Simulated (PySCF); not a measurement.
C2H8GeOSi, SMILES C[Si@H]1O[CH2][GeH2]1. Atoms are numbered in the order given.

```xyz
13

C      2.6008    -0.5665    -0.4313
Si     1.1440     0.1784     0.4703
O      0.5092     1.5345    -0.3316
C     -0.8894     1.3024    -0.5859
Ge    -1.0801    -0.5811     0.1114
H      2.9664    -1.4625     0.0966
H      2.3354    -0.8508    -1.4610
H      3.4306     0.1586    -0.4769
H      1.5554     0.5016     1.8738
H     -1.1016     1.4103    -1.6637
H     -1.5085     2.0344    -0.0378
H     -1.3776    -1.6277    -0.9779
H     -2.0942    -0.7588     1.2543
```

Coordinates come from a r2SCAN-D4/def2-SVP optimisation. The structure was generated by enumeration; whether it is a known compound was not checked.

Two levels are set side by side: PBE/pcSseg-1 (PySCF) and PBE0/pcSseg-1 (PySCF). GIAO shifts against GeH4 (⁷³Ge), H2O (¹⁷O), TMS (²⁹Si), TMS (¹H), TMS (¹³C) at the same level; non-relativistic, no solvent, atoms listed together averaged. Differences are taken from unrounded values.

| quantity | PBE |
|---|---|
| δ(¹³C) of C1 (ppm) | 7.1 |
| δ(²⁹Si) of Si2 (ppm) | 50.0 |
| δ(¹⁷O) of O3 (ppm) | 95.6 |
| δ(¹³C) of C4 (ppm) | 75.1 |
| δ(⁷³Ge) of Ge5 (ppm) | 180.8 |
| δ(¹H) of H9 (ppm) | 6.63 |
| δ(¹H) of H10, H11 (ppm) | 5.36 |

Question: These are the PBE values. What does PBE0 give? (The exact figures need the calculation; the answer reports its results.)

Answer: 
```tsv
quantity	PBE0	PBE minus PBE0
δ(¹³C) of C1 (ppm)	6.3	0.8
δ(²⁹Si) of Si2 (ppm)	47.9	2.1
δ(¹⁷O) of O3 (ppm)	76.9	18.7
δ(¹³C) of C4 (ppm)	70.2	4.9
δ(⁷³Ge) of Ge5 (ppm)	166.9	13.9
δ(¹H) of H9 (ppm)	6.29	0.34
δ(¹H) of H10, H11 (ppm)	5.11	0.25
```

Rough cost on one machine, each run with all the roots and properties that it gave: PBE0 against PBE within a factor of 2.
